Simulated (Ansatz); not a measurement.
Relaxation of CH4BNO (8 atoms, charge 0, multiplicity 1), to a largest force component of 0.015 eV/Å in at most 40 steps.

Theory: Ansatz, RKS B3LYP/def2-SVP.

```xyz
8
Properties=species:S:1:pos:R:3
N -1.021 0.964 -0.448
C 0.046 0.781 0.123
B 0.470 -0.682 0.405
O 1.642 -1.050 1.060
H -1.370 1.967 -0.674
H 0.691 1.626 0.414
H -0.300 -1.592 0.059
H 1.451 -1.049 2.023
```

Where does it end, and by what steps?

The forces met the threshold. After 13 steps the energy has fallen by 1.021 eV; H8 moved furthest, 0.74 Å.

```
step  energy less start (eV)  largest force component (eV/Å)  accepted
   0                  0.0000                           5.203       yes
   1                 -0.2656                           1.266       yes
   2                 -0.3008                           0.999       yes
   3                 -0.3470                           0.527       yes
   4                 -0.3975                           0.561       yes
   5                 -0.4873                           1.433       yes
   6                 -0.5411                           3.207       yes
   7                 -0.8019                           1.637       yes
   8                 -0.8462                           1.479       yes
   9                 -0.9683                           1.106       yes
  10                 -1.0144                           0.519       yes
  11                 -1.0207                           0.126       yes
  12                 -1.0214                           0.044       yes
  13                 -1.0215                           0.008       yes
```

```xyz
8
Properties=species:S:1:pos:R:3
N -1.080 0.974 -0.607
C -0.035 0.834 0.121
B 0.395 -0.608 0.592
O 1.504 -0.706 1.361
H -1.237 1.967 -0.836
H 0.586 1.702 0.435
H -0.242 -1.587 0.277
H 1.718 -1.611 1.618
```

Whether the end is a true minimum wasn't checked by a vibrational analysis.

The run took 63 s on 1 thread of Arm Neoverse N1 (shared host), peak memory 0.14 GiB.
